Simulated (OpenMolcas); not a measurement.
## Cl+: Slater's ratio, the spin-orbit constant, worked from levels

```
Program             : OpenMolcas 26.06
Basis               : ANO-RCC-VTZP [5s4p2d1f]
Scalar Hamiltonian  : DKH2, point nucleus
Active space        : 6 electrons in 9 orbitals (RAS2 3s 3p; RAS3 3d, at most 2 electrons)
State averaging     : 2S+1 = 3 even, 3 roots; 2S+1 = 1 even, 6 roots; 2S+1 = 3 odd, 3 roots; 2S+1 = 1 odd, 3 roots
Spin-orbit coupling : RASSI with atomic mean-field integrals over the reference wave functions, term energies averaged over their components
```

Methods: RASSCF; SS-RASPT2, IPEA 0.25 Eh, imaginary shift 0.1 Eh (closed shells correlated: 2s 2p). Measured levels: NIST Handbook of Basic Atomic Spectroscopic Data.

**Slater's ratio.** With one set of orbitals, p4 has ¹D - ³P = 6 F2 and ¹S - ¹D = 9 F2 (F2 = F²/25), a ratio of 3/2. Term energies are centres of gravity, weighted by 2J + 1.

| Source | ¹D - ³P | ¹S - ³P | F2 from the first | Ratio |
| --- | --- | --- | --- | --- |
| RASSCF | 13140 | 29191 | 2190 | 1.222 |
| SS-RASPT2 | 11805 | 28092 | 1968 | 1.380 |
| measured | 11311 | 27535 | 1885 | 1.434 |

Energies in cm-1. A ratio away from 3/2 shows effects beyond one configuration with one set of orbitals, and in heavier atoms second-order spin-orbit shifts.

**The spin-orbit constant.** For the Hund term ³P of p4, E(J) = (A/2) J(J+1) + constant and ζ = -2S·A = -2A. From J = 0 to J = 2 the energy changes by 3 A.

```
   Source  E(2) - E(0)       A    ζ
   RASSCF       -909.5  -303.2  606
SS-RASPT2       -910.0  -303.3  607
 measured       -996.5  -332.2  664
```

All in cm-1. SS-RASPT2 is off by -8.7 % and RASSCF by -8.7 %. Both methods take the spin-orbit matrix elements from the reference wave functions, so the second can move ζ only through the term energies and any multistate remixing. Second-order mixing with other terms is absorbed into this ζ.

Term energies are means over components that CASPT2 splits; among the terms shown or strongly mixed into the levels shown the widest spread is 21 cm-1 (3s² 3p⁴ ¹D, SS-RASPT2). The run also gave levels led by 3s² 3p³ 3d, which use shells meant for correlation; these and all levels above them are left out. Without dynamic correlation excited terms often stand tens of per cent too high (terms of higher spin than the ground term too low), and those without a measured partner can miss by more than the paired ones (holds for RASSCF). Computed and measured levels are paired by configuration, term and J; levels that our copy of the source lacks, or whose pairing is in doubt (as where it misses far off the trend of its configuration), stay unpaired and out of the deviations. Only configurations of the active space appear.
